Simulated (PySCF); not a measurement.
**Electronic structure of Ho (holmium, neutral) at the UHF level**

Configuration: [Xe] 4f11 5d1 6s1, one real determinant (an excited configuration). All numbers are calculated (PySCF 2.14, the spin-free X2C one-electron Hamiltonian (Gaussian nucleus), in ANO-RCC-VTZP (8s7p5d3f2g1h, 104 functions)).

```
Total energy                                                  : -12610.757221 hartree
One-electron energy                                           : -17297.7263 hartree
Hartree (Coulomb) energy                                      : 4957.3774 hartree
Exchange energy                                               : -270.4083 hartree
⟨S²⟩                                                          : 8.7552
⟨L²⟩                                                          : 40.059
Sum of ⟨r⟩                                                    : 43.37 bohr
Sum of ⟨r²⟩                                                   : 72.99 bohr²
Traceless quadrupole moment −½Σ⟨3z² − r²⟩ along its main axis : -2.84 e·bohr²
Langevin diamagnetic susceptibility                           : -57.8 ×10⁻⁶ cm³/mol
```

```tsv
shell	electrons	mean orbital energy (eV)	spread (eV)	rms radius, mean of both spins (bohr)
1s α	1	-55883.6	0	0.0236
1s β	1	-55883.5	0	0.0236
2s α	1	-9471.9	0	0.0952
2s β	1	-9471.7	0	0.0952
2p α	3	-8402.6	0.068	0.0859
2p β	3	-8402.5	0.027	0.0859
3s α	1	-2168.1	0	0.245
3s β	1	-2165.9	0	0.245
3p α	3	-1833.6	0.314	0.245
3p β	3	-1831.1	0.129	0.245
3d α	5	-1399.7	0.494	0.225
3d β	5	-1397.0	0.554	0.225
4s α	1	-454.41	0	0.552
4s β	1	-448.80	0	0.552
4p α	3	-341.69	0.509	0.587
4p β	3	-335.54	0.020	0.587
4d α	5	-185.16	1.105	0.645
4d β	5	-177.19	1.982	0.645
5s α	1	-60.101	0	1.39
5s β	1	-57.656	0	1.39
5p α	3	-31.206	0.571	1.66
5p β	3	-28.969	0.577	1.66
4f α	7	-12.660	1.262	0.936
4f β	4	-9.429	1.723	0.936
6s α	1	-4.912	0	4.93
5d α	1	-3.176	0	3.28
```

⟨L²⟩ = 40.06 against 72 for a pure L term, so this real determinant mixes terms. Spin-orbit coupling, absent here, splits the open shell strongly.

Densities and radii are taken from the X2C orbitals without a picture-change correction, which distorts them close to the nucleus.

Spin-orbit constants ζ (cm⁻¹) from the X2C one-electron operator on these orbitals: bare nucleus, nucleus screened by l(l+1)(2l+1)/3 electrons, and screened by the Breit-Pauli mean field of the electrons.

```json
{"shell": "2p", "bare": "4428000", "screened nucleus": "4296000", "mean field": "n/a"}
{"shell": "3p", "bare": "934600", "screened nucleus": "906700", "mean field": "n/a"}
{"shell": "3d", "bare": "145700", "screened nucleus": "124000", "mean field": "n/a"}
{"shell": "4p", "bare": "204900", "screened nucleus": "198800", "mean field": "n/a"}
{"shell": "4d", "bare": "27010", "screened nucleus": "22980", "mean field": "n/a"}
{"shell": "4f", "bare": "3897", "screened nucleus": "2269", "mean field": "n/a"}
{"shell": "5p", "bare": "23350", "screened nucleus": "22650", "mean field": "n/a"}
{"shell": "5d", "bare": "823.2", "screened nucleus": "700.4", "mean field": "n/a"}
```

To first order the Landé constant is A = -305.3 cm⁻¹, so the lowest level has J = 21/2 and lies 0.757 eV below the centre of the term. This holds in LS coupling only.
